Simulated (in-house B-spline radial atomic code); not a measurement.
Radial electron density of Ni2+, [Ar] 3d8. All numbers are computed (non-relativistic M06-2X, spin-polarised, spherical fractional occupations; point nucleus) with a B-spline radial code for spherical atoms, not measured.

Caution: exact exchange at fractional occupations of open shells leaves self-interaction of up to several eV.

Columns: r (bohr), 4πr²n(r) (electrons per bohr), bar.

```
 0.00254     1.05 #
 0.00304    1.463 ##
 0.00364    2.029 ##
 0.00436    2.796 ###
 0.00523    3.832 ####
 0.00627    5.196 ######
 0.00751    6.954 ########
   0.009    9.188 ###########
  0.0108    11.96 ##############
  0.0129    15.18 ##################
  0.0155    18.96 ######################
  0.0186    22.99 ###########################
  0.0222    26.85 ###############################
  0.0267    30.36 ###################################
  0.0319    32.74 ######################################
  0.0383    33.67 #######################################
  0.0459    32.91 ######################################
   0.055    30.83 ####################################
  0.0659    28.34 #################################
   0.079     26.8 ###############################
  0.0946    27.46 ################################
   0.113     30.5 ###################################
   0.136    34.92 ########################################
   0.163    37.94 ############################################
   0.195    37.19 ###########################################
   0.234    31.93 #####################################
    0.28    24.44 ############################
   0.336    18.13 #####################
   0.403    16.03 ###################
   0.482    17.76 #####################
   0.578    20.11 #######################
   0.693    20.01 #######################
    0.83    16.74 ###################
   0.995     11.9 ##############
    1.19    7.375 #########
    1.43    3.889 #####
    1.71    1.916 ##
    2.05   0.8582 #
    2.46   0.3254 
    2.95   0.1044 
    3.53  0.02736
```

On this grid the curve has 3 maxima, near 0.0383, 0.163, 0.578 bohr.

The 3d down radial function P(r) = rR(r), positive near the nucleus:

```csv
r (bohr),P
0.0186,0.001147
0.0267,0.003156
0.0383,0.008418
0.055,0.02162
0.079,0.05258
0.113,0.1178
0.163,0.2444
0.234,0.4444
0.336,0.6944
0.482,0.9091
0.693,0.9665
0.995,0.8364
1.43,0.5931
2.05,0.3412
2.95,0.1348
```
